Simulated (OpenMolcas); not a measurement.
Computed levels of 3s2 3p2 in ions with 14 electrons, in cm-1 above 3P0.

```yaml
Program: OpenMolcas 26.06
Method: RASSCF
Basis: ANO-RCC-VTZP
Scalar_Hamiltonian: DKH2, point nucleus
Spin-orbit_coupling: RASSI with atomic mean-field integrals over the reference wave functions, term energies averaged over their components
```

Active space for each ion: 4 electrons in 9 orbitals (RAS2 3s 3p; RAS3 3d, at most 2 electrons).

```
Level     P+    S2+   Ar4+
  3P1    143    262    676
  3P2    415    744   1842
  1D2  10708  13452  18651
  1S0  24480  30304  41291
```

Question: Estimate 3P2, 1D2, 1S0 for Cl3+ from its neighbours S2+ and Ar4+.

Answer: 3P2 is fine structure, which grows about as the fourth power of a screened charge, so the fourth roots are averaged: ((744^0.25 + 1842^0.25) / 2)^4 = 1201. The calculation gives 1226, so the estimate is off by -2.0 %; the measured value is 1341 (Moore, Atomic Energy Levels, vol. I, NSRDS-NBS 35 (1971 reprint of NBS Circular 467, 1949)).
1D2 is another term, which grows about linearly with the charge: (13452 + 18651) / 2 = 16052. The calculation gives 16003, so the estimate is off by +0.3 %; the measured value is 13766 (Moore, Atomic Energy Levels, vol. I, NSRDS-NBS 35 (1971 reprint of NBS Circular 467, 1949)).
1S0 is another term, which grows about linearly with the charge: (30304 + 41291) / 2 = 35798. The calculation gives 35751, so the estimate is off by +0.1 %; the measured value is 32550 (Moore, Atomic Energy Levels, vol. I, NSRDS-NBS 35 (1971 reprint of NBS Circular 467, 1949)).

Without dynamic correlation excited terms often stand tens of per cent too high (terms of higher spin than the ground term too low), and those without a measured partner can miss by more than the paired ones (holds for P+). The run also gave levels led by 3s 3p2 3d, 3s2 3p 3d, which use shells meant for correlation; these and all levels above them are left out (holds for P+; S2+). Active for correlation alone: 3d; no level in the range computed is led by a configuration that fills it, so any true level of that kind is missing (holds for Cl3+; Ar4+). Measured partners are found by configuration, term and J. A level has none where our copy of the source lacks it or the pairing is in doubt (some pairs that miss far off the trend of their configuration count as doubtful), and it then counts in no deviation. Only configurations of the active space appear.
